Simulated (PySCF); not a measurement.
**33S chemical shifts**

Theory: shieldings: GIAO PBE0/pcSseg-1, GFN2-xTB structure, in PySCF 2.14.0 with density-fitted response routines (one conformer, relativity neglected, rapidly exchanging positions averaged, isolated molecule).

Shieldings were converted by a linear fit to measured shifts: 33S (scatter 33.3 ppm rms vs sulfate, solution or neat liquid). A few per cent of atoms miss by over 2 rms, more outside the fitted compound classes.

**Question.** Give the 33S shifts of `CSC/P=P/CCP`, `O=C1[C@@H](F)CS[C@@H]1F`, `O=S(=O)(Cl)c1cc([SiH3])cs1`, `C=CC[C@H](C#CC)SCC`.

**Answer.** 
```json
{"compound": "CSC/P=P/CCP", "environment": "sulfide sulfur", "δ (ppm)": "-316"}
{"compound": "O=C1[C@@H](F)CS[C@@H]1F", "environment": "sulfide sulfur", "δ (ppm)": "-292"}
{"compound": "[O:1]=[S:2](=[O:3])([Cl:4])[c:5]1[cH:6][c:7]([SiH3:8])[cH:9][s:10]1", "environment": "S2: sulfonyl sulfur", "δ (ppm)": "-24"}
{"compound": "[O:1]=[S:2](=[O:3])([Cl:4])[c:5]1[cH:6][c:7]([SiH3:8])[cH:9][s:10]1", "environment": "S10: aromatic ring sulfur", "δ (ppm)": "-66"}
{"compound": "C=CC[C@H](C#CC)SCC", "environment": "sulfide sulfur", "δ (ppm)": "-215"}
```
